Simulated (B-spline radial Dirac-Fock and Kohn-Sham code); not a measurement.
# What relativity does to the binding energies of Al⁴⁺

System: aluminum as Al⁴⁺ in the configuration 1s2 2s2 2p5.

Both columns are ΔSCF binding energies of the configuration average from a radial B-spline solver: non-relativistic Hartree-Fock with a point nucleus, and Dirac-Fock with a finite nucleus and the Coulomb interaction alone, averaged over the two j levels with weights 2j+1.

```
shell  Hartree-Fock (eV)  Dirac-Fock (eV)  shift (eV)  shift (%)
   1s             1652.3           1655.8       +3.59      +0.22
   2s              197.2            197.8       +0.59      +0.30
   2p              154.9            154.9       +0.02      +0.01
```

Relativity binds 1s, 2s, 2p more strongly, among those listed most of all 2s in relative terms.

Values without a named source are computed, but for edge energies of neutral atoms, which are taken from tables.
